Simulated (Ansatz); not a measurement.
Geometry optimisation of `B[Se][GeH2][NH2]`.

```yaml
crystal:
  periodic: [false, false, false]
  atoms:
    - {symbol: B, position_ang: [-1.538941, 1.052603, -0.902703]}
    - {symbol: Se, position_ang: [-1.308849, -0.810387, -1.237169]}
    - {symbol: Ge, position_ang: [0.650062, -1.248441, 0.141893]}
    - {symbol: N, position_ang: [1.303239, 0.202870, 1.071710]}
    - {symbol: H, position_ang: [-0.798144, 1.670437, -0.163239]}
    - {symbol: H, position_ang: [-2.471078, 1.582199, -1.472335]}
    - {symbol: H, position_ang: [1.771133, -1.740867, -0.806479]}
    - {symbol: H, position_ang: [0.239985, -2.325384, 1.177117]}
    - {symbol: H, position_ang: [0.625085, 0.596959, 1.734646]}
    - {symbol: H, position_ang: [1.610409, 0.968910, 0.459459]}
basis:
  gaussian: {orbitals: def2-TZVP}
hamiltonian: {xc: pbe0, dispersion: d4}
relax: {f_tol: 0.005, max_steps: 150}
```

```sh
$ ansatz run in.yaml --threads 4 --pin off --events-out ev --progress --plain --max-ram 10444MiB
```

It prints (some lines left out):

```
Functional definition: PBE0
mean field -124116.27707745 eV, -4561.1890535619 hartree, gradient 4.8e-5 eV, S^2 0.000000; 0 other end points of the search recorded, 0 dependent functions left out
relax step   1: F+E_penalty+E_count = -124116.47605126 eV  Δ(F+E_penalty+E_count) = +0.000e0 eV  max|allowed force component| = 4.928e-1 eV/Å  Δτ_max = 0.0000 Å  (29 SCF iters, accepted)
mean field -124116.30908801 eV, -4561.1902299283 hartree, gradient 2.3e-5 eV, S^2 0.000000; 0 other end points of the search recorded, 0 dependent functions left out
relax step   2: F+E_penalty+E_count = -124116.50957636 eV  Δ(F+E_penalty+E_count) = -3.353e-2 eV  max|allowed force component| = 1.449e-1 eV/Å  Δτ_max = 0.0417 Å  (32 SCF iters, accepted)
mean field -124116.31255635 eV, -4561.1903573874 hartree, gradient 2.3e-5 eV, S^2 0.000000; 0 other end points of the search recorded, 0 dependent functions left out
relax step   3: F+E_penalty+E_count = -124116.51237585 eV  Δ(F+E_penalty+E_count) = -2.799e-3 eV  max|allowed force component| = 9.312e-2 eV/Å  Δτ_max = 0.0319 Å  (32 SCF iters, accepted)
mean field -124116.31175119 eV, -4561.1903277986 hartree, gradient 2.3e-5 eV, S^2 0.000000; 0 other end points of the search recorded, 0 dependent functions left out
relax step   4: F+E_penalty+E_count = -124116.51149076 eV  Δ(F+E_penalty+E_count) = +8.851e-4 eV  max|allowed force component| = 3.036e-1 eV/Å  Δτ_max = 0.0302 Å  (31 SCF iters, rejected (line search))
mean field -124116.31364541 eV, -4561.1903974099 hartree, gradient 2.3e-5 eV, S^2 0.000000; 0 other end points of the search recorded, 0 dependent functions left out
relax step   5: F+E_penalty+E_count = -124116.51366980 eV  Δ(F+E_penalty+E_count) = -1.294e-3 eV  max|allowed force component| = 1.508e-2 eV/Å  Δτ_max = 0.0133 Å  (32 SCF iters, accepted)
mean field -124116.31363666 eV, -4561.1903970881 hartree, gradient 2.3e-5 eV, S^2 0.000000; 0 other end points of the search recorded, 0 dependent functions left out
relax step   6: F+E_penalty+E_count = -124116.51367480 eV  Δ(F+E_penalty+E_count) = -4.999e-6 eV  max|allowed force component| = 1.641e-2 eV/Å  Δτ_max = 0.0031 Å  (34 SCF iters, accepted)
mean field -124116.31368365 eV, -4561.1903988151 hartree, gradient 2.3e-5 eV, S^2 0.000000; 0 other end points of the search recorded, 0 dependent functions left out
relax step   7: F+E_penalty+E_count = -124116.51370490 eV  Δ(F+E_penalty+E_count) = -3.011e-5 eV  max|allowed force component| = 5.704e-4 eV/Å  Δτ_max = 0.0019 Å  (33 SCF iters, accepted)
mean field -124116.31368365 eV, -4561.1903988151 hartree, gradient 2.3e-5 eV, S^2 0.000000; 1 other end points of the search recorded, 0 dependent functions left out
Total energy: -124116.51373824 eV, -4561.1977506856 hartree
Atom 0 at    -1.543495     1.052000    -0.906765 Å, force    -0.000038    -0.000497     0.000042 eV/Å
Atom 1 at    -1.286318    -0.802300    -1.217088 Å, force    -0.000170     0.000327     0.000168 eV/Å
Atom 2 at     0.644695    -1.234851     0.141653 Å, force     0.000043     0.000365     0.000223 eV/Å
Atom 3 at     1.295729     0.198735     1.064903 Å, force    -0.000195    -0.000570    -0.000391 eV/Å
Atom 4 at    -0.826313     1.674890    -0.186413 Å, force     0.000254     0.000154    -0.000166 eV/Å
Atom 5 at    -2.463631     1.555173    -1.473748 Å, force    -0.000153     0.000139    -0.000101 eV/Å
Atom 6 at     1.745879    -1.725725    -0.807392 Å, force     0.000115     0.000078     0.000062 eV/Å
Atom 7 at     0.229044    -2.304907     1.159715 Å, force     0.000146     0.000013     0.000086 eV/Å
Atom 8 at     0.655183     0.582915     1.746105 Å, force     0.000130    -0.000115    -0.000473 eV/Å
Atom 9 at     1.632128     0.952970     0.481930 Å, force    -0.000132     0.000106     0.000550 eV/Å
Dipole moment:     0.157019     0.078815     0.144729 e Å
```

It took 32 s on 4 threads of an AMD EPYC 7B13 on a shared host, with 0.66 GiB of host memory at the peak.
